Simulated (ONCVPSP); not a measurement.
## Before and after: ONCV potential for P

| Property | Result |
| --- | --- |
| Element | P (Z = 15) |
| Generator | ONCVPSP 4.0.1 |
| Type | optimised norm-conserving Vanderbilt (ONCV) |
| Functional | PBE |
| Relativity | scalar-relativistic |
| Frozen core | [Ne] |
| Valence charge | 5 |
| Reference configuration | 3s2 3p2.75 (charge +0.25) |
| Partial waves | 3s: rc 1.45 bohr, ncon 3, nbas 6, qcut 4.6 1/bohr, 2 projectors, debl 3.9 Ha; 3p: rc 1.75 bohr, ncon 4, nbas 8, qcut 3.7 1/bohr, 2 projectors, debl 3.6 Ha; d scattering state at 0.41 Ha: rc 1.55 bohr, ncon 4, nbas 7, qcut 6.5 1/bohr, 2 projectors, debl 1.1 Ha |
| Local potential | polynomial inside 1.20 bohr (lpopt 5, dvloc0 6 Ha) |
| Core correction | none |

Change: p: rc 1.16; local potential polynomial inside 1.16 bohr (lpopt 5, dvloc0 6 Ha).

Cutoffs: the cutoffs (Ha) at which the residual kinetic energy of the hardest occupied pseudo-wave falls to 1 and 0.1 mHa per electron; they do not see the model core or the augmentation charge, which bear on the density cutoff. Errors are all-electron minus pseudo energies relative to the spin-unpolarised reference configuration.

Task: Predict the effect on cutoff, ghosts and configuration errors.

Result: The potential gets harder (9.9 Ha and 23 Ha → 133 Ha and 158 Ha); a bound ghost appears in p, which as a rule spoils a file; of the 4 tests that both files solve, the error grows in 2 and shrinks in 1 by more than 15 % and 0.3 meV (median size 0.7 → 1.2 meV). A smaller radius makes the pseudo-wave follow the all-electron one further in, where it bends more sharply, so more plane waves are needed.

| quantity | base | changed |
| --- | --- | --- |
| cutoff, loose | 9.9 Ha | 133 Ha |
| cutoff, tight | 23 Ha | 158 Ha |
| loose cutoff by channel | s 9.9 Ha, p 4.4 Ha | s 9.9 Ha, p 133 Ha |
| bound ghosts | none | p |
| GHOST(+) flags under 300 eV | none | none |
| error for 3s2 3p3, meV [ΔE -1.63 eV] | +0.1 | 0.0 |
| error for 3s2 3p2, meV [ΔE 8.10 eV] | -0.6 | -0.2 |
| error for 3s2 3p1, meV [ΔE 27.25 eV] | +0.7 | +2.1 |
| error for 3s2 3p0, meV [ΔE 56.99 eV] | +20 | +25 |
| s: phases at 1.47 bohr within 0.05 rad from the reference energy up to (Ha; the scan ends near 5) | to the end of the scan | to the end of the scan |
| d: phases at 1.57 bohr within 0.05 rad from the reference energy up to (Ha; the scan ends near 5) | to the end of the scan | to the end of the scan |

 A true bound ghost makes a file unfit for plane-wave use even where its test errors are small: the radial tests pick states by their node count and pass the ghost by.
